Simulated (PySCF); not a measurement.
C6H7OS (doublet state).
Cartesian coordinates in Å at the GFN2-xTB level; atoms count from 1:
```
atom  x, y, z in Å
C1     2.8055   -0.7053   -0.5220
C2     1.7108   -0.1843   -0.4300
C3     0.4852    0.4081   -0.3907
C4     0.1701    1.8127   -0.0336
S5    -1.2966    1.1981    0.9778
O6    -2.5235    1.8389    0.5214
C7    -0.8335   -0.2419   -0.1804
C8    -0.8636   -1.6382    0.3948
H9     3.7504   -1.1538   -0.5896
H10   -0.2305    2.4170   -0.8482
H11    0.9363    2.3661    0.5052
H12   -1.5100   -0.1428   -1.0347
H13   -1.8816   -1.9179    0.6575
H14   -0.2393   -1.6956    1.2841
H15   -0.4843   -2.3532   -0.3336
```

The species is `C(#C)[C]1C[S@@](=O)[C@@H]1C` [radical].

The calculation used UKS B3LYP, pcH-1 on C H O S, non-relativistic, mean-field spin-orbit, GIAO in PySCF. The structure is a single GFN2-xTB conformer in the gas phase; no vibrational or solvent corrections. The geometry wasn't refined by DFT: couplings that depend on bond lengths, twists or pyramidal angles can differ widely from those at the functional's own minimum. The SCF solution wasn't tested for stability.

The Mulliken spin populations are largest on C3 (+0.68), C1 (+0.51), C2 (-0.23) and C4 (-0.06). The positive populations add up to 1.38 and the negative ones to -0.38, together 2S = 1. The angles at C3 add up to 356.4°, so it is nearly planar.

Task: How do the β-proton couplings of this frozen conformer go with θ, the angle between the C–H bond and the normal to the plane of the spin centre's three neighbours, both seen down the bond from centre to carbon?

Result: 
| β H | on | centre | θ (°) | cos²θ | a (G) |
| --- | --- | --- | --- | --- | --- |
| H10 | C4 | C3 | 11 | 0.96 | +36.46 |
| H11 | C4 | C3 | 59 | 0.26 | +12.64 |
| H12 | C7 | C3 | 14 | 0.94 | +34.38 |

Fitting the Heller–McConnell form a = ρ(B0 + B2 cos²θ), with Mulliken ρ = 0.68, gives B0 = 6.0 G and B2 = 48.5 G, with a largest miss of 0.7 G. By this fit the coupling would be 37.0 G at θ = 0° and 4.1 G at 90°.

Couplings in gauss use g_iso = 2.0017.
